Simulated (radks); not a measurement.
Initial-state core-level shifts of the nickel ion Ni+ when its valence configuration changes from [Ar] 3d9. All-electron calculation, non-relativistic Kohn-Sham, BLYP, spin-unpolarised, spherical densities, point nucleus. Program: a radial shooting solver on a logarithmic mesh with Libxc functionals. Shifts are changes of the shell-averaged eigenvalues in eV (positive: less bound); the change of the density at the nucleus, which sets a Mossbauer isomer shift, is in e/bohr^3, on a base of 1.495e+04.

| valence | 2s | 2p | 3s | 3p | density at nucleus |
|---|---|---|---|---|---|
| 3d8 4s1 | -6.520 | -6.454 | -5.879 | -5.749 | +7.941 |
| 3d7 4p2 | -17.673 | -17.525 | -15.954 | -15.645 | +3.003 |
| 3d8 4p1 | -8.026 | -7.963 | -7.466 | -7.334 | +1.123 |
| 3d6.5 4s0.5 4p2 | -22.362 | -22.166 | -19.794 | -19.389 | +8.805 |
| 3d7 4s1 4p1 | -16.266 | -16.119 | -14.500 | -14.197 | +11.252 |
| 3d8.5 4p0.5 | -3.794 | -3.766 | -3.581 | -3.521 | +0.470 |
| 3d6.5 4p2.5 | -23.031 | -22.834 | -20.480 | -20.072 | +4.228 |
| 3d7 4s2 | -14.767 | -14.620 | -12.955 | -12.657 | +18.831 |
| 3d6 4s1 4p2 | -27.409 | -27.163 | -23.826 | -23.322 | +15.406 |
